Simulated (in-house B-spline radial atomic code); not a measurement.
Results of a calculation; reference values are marked as such.
# Two electrons in InAs: a parabolic dot with ħω = 11.4 meV in all three directions with an ionised donor at its centre

For InAs the NSM archive of the Ioffe Institute lists m* = 0.023 m0 and ε = 15.15. Real donors also feel a central-cell potential, which shifts the ground state. In so narrow a gap the band flattens within tens of meV, so real spacings are smaller, by up to some tenths.

Effective-mass model with parabolic bands, a uniform dielectric constant, no image charges, no central-cell or spin-orbit terms. Two-electron levels come from full CI in B-splines with partial waves to l = 5 (up to 0.001 effective hartree above the limit).

Task: What are the effective units, and what is the potential in them?

Result: Ha* = 27211.386 meV × 0.023/15.15² = 2.727 meV and a* = 0.0529177 nm × 15.15/0.023 = 34.86 nm. The frequency is ω = 4.18 Ha*, with −1/r added.

In these units the lowest s and p orbitals lie at 3.7906 and 8.8749, and their Coulomb and exchange integrals are J_ss = 1.8314, J_sp = 1.4437 and K_sp = 0.2689. Full CI gives 9.3324 for the ground singlet, 13.8212 for the sp triplet, 14.3053 for the sp singlet and 17.5662 for the lowest triplet of two s orbitals.

Task: What does it cost to add the second electron, to first order and exactly?

Result: To first order E = 2ε_s + J_ss = 9.4126, so the charging energy E(2) − 2E(1) is J_ss = 4.994 meV. CI gives 9.3324 − 2 × (3.7906) = 1.7512, or 4.775 meV: relaxation and correlation lower it by 0.2187 meV, 4.4 % of J_ss. The s² configuration of one-electron orbitals holds 99.3 % of the state, and the mean radius is 17.9 nm.

Task: How far above the singlet do the triplets lie?

Result: To first order the sp triplet lies at ε_s + ε_p + J_sp − K_sp = 13.8404, which is 12.07 meV above 2ε_s + J_ss. CI gives 13.8212 − (9.3324) = 4.4889, or 12.24 meV, 88 % of the orbital spacing of 13.86 meV. The ss triplet lies 22.45 meV up, so the lower of the two is the sp one, and its gap equals k_BT at 142 K. The sp singlet-triplet splitting is 1.32 meV, against 2K_sp = 1.466 meV.
